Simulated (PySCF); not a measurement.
Species: C6H15OP.
Cartesian coordinates in Å at the PBE0-D3(BJ)/def2-SVP level; atoms count from 1:
```
atom  x, y, z in Å
C1     2.598    0.605    0.457
C2     1.663   -0.119   -0.501
P3     0.051   -0.485    0.277
O4     0.180   -1.244    1.566
C5    -0.893   -1.388   -1.000
C6    -2.298   -1.738   -0.527
C7    -0.794    1.122    0.502
C8    -1.001    1.981   -0.736
H9     2.633    0.075    1.420
H10    2.262    1.636    0.653
H11    3.619    0.661    0.054
H12    1.514    0.436   -1.442
H13    2.078   -1.104   -0.774
H14   -0.899   -0.817   -1.943
H15   -0.310   -2.306   -1.184
H16   -2.939   -0.846   -0.454
H17   -2.788   -2.441   -1.217
H18   -2.255   -2.206    0.468
H19   -0.206    1.649    1.271
H20   -1.751    0.873    0.990
H21   -1.517    2.919   -0.482
H22   -0.046    2.253   -1.211
H23   -1.614    1.468   -1.493
```

Method: PySCF, PBE0-D3(BJ)/def2-SVP geometry optimisation, gas phase.

Take the most abundant isotopes and a rigid rotor. The values belong to one conformer with, in the numbering `[CH3:1][CH2:2][P:3](=[O:4])([CH2:5][CH3:6])[CH2:7][CH3:8]`, C1–C2–P3–O4 -54°, C2–P3–C5–C6 -178°, C2–P3–C7–C8 57°.

Task: Give the principal moments of inertia and the rotational constants in MHz.

Result: Ia = 251.94, Ib = 377.45, Ic = 479.52 u·Å²; 505379 MHz·u·Å²/I gives A = 2006, B = 1339, C = 1054 MHz.

Task: What kind of rotor is it?

Result: An asymmetric top; Ray's κ = -0.401.

Task: Is it planar, by Δ = Ic − Ia − Ib?

Result: Not planar: Δ = Ic − Ia − Ib = -149.87 u·Å². For a rigid frame Δ = −2 Σ m c², so Σ m c² = 74.93 u·Å² lies off the ab plane: 19.12 from hydrogen and 55.81 from heavier atoms. The atom farthest from that plane is 1.76 Å away.

Task: List the rotational levels J(Ka,Kc) to J = 4 (K).

Result: Above 0(0,0), as E/k:
J = 1: 1(0,1) 0.115, 1(1,1) 0.147, 1(1,0) 0.161
J = 2: 2(0,2) 0.341, 2(1,2) 0.363, 2(1,1) 0.404, 2(2,1) 0.500, 2(2,0) 0.503
J = 3: 3(0,3) 0.673, 3(1,3) 0.685, 3(1,2) 0.766, 3(2,2) 0.844, 3(2,1) 0.861, 3(3,1) 1.041, 3(3,0) 1.041
J = 4: 4(0,4) 1.105, 4(1,4) 1.111, 4(1,3) 1.244, 4(2,3) 1.301, 4(2,2) 1.344, 4(3,2) 1.506, 4(3,1) 1.510, 4(4,1) 1.773, 4(4,0) 1.773
Those of J = 1 are B + C, A + C and A + B.

Task: Predict some low-J microwave lines.

Result: The dipole components are |μa| = 0.14 D, |μb| = 2.95 D, |μc| = 2.73 D. Intensities carry the squares of the components, which stand as 0.00 : 1.00 : 0.86 (a : b : c). Some lines, for components of 0.1 D or more:

| type | branch | J(Ka,Kc) | MHz | lower level (cm⁻¹) |
| --- | --- | --- | --- | --- |
| b | Q | 1(1,0) ← 1(0,1) | 952 | 0.080 |
| c | Q | 3(2,2) ← 3(1,2) | 1627 | 0.533 |
| a | Q | 3(1,2) ← 3(1,3) | 1698 | 0.476 |
| b | Q | 3(1,2) ← 3(0,3) | 1951 | 0.468 |
| b | Q | 3(2,1) ← 3(1,2) | 1968 | 0.533 |
| b | Q | 2(2,0) ← 2(1,1) | 2075 | 0.281 |
| a | R | 1(0,1) ← 0(0,0) | 2393 | 0.000 |
| c | Q | 3(3,1) ← 3(2,1) | 3748 | 0.598 |
| a | R | 2(1,2) ← 1(1,1) | 4501 | 0.102 |
| a | R | 2(0,2) ← 1(0,1) | 4712 | 0.080 |
| b | R | 3(0,3) ← 2(1,2) | 6456 | 0.252 |
| a | R | 3(0,3) ← 2(0,2) | 6912 | 0.237 |
| c | R | 2(2,0) ← 1(1,0) | 7145 | 0.112 |
| c | R | 2(2,1) ← 1(1,1) | 7357 | 0.102 |
| a | R | 3(2,1) ← 2(2,0) | 7445 | 0.350 |
| c | R | 3(2,1) ← 2(1,1) | 9520 | 0.281 |
| b | R | 3(2,1) ← 2(1,2) | 10375 | 0.252 |
| b | R | 3(3,1) ← 2(2,0) | 11194 | 0.350 |
| c | R | 3(3,1) ← 2(2,1) | 11267 | 0.347 |
| b | R | 3(3,0) ← 2(2,1) | 11280 | 0.347 |

Stationary, but not proved a minimum. These are rigid-rotor constants of the computed structure; measured ground-state constants (B0) also hold zero-point vibration. A rigid rotor knows nothing of internal rotation, which can split or shift real lines.
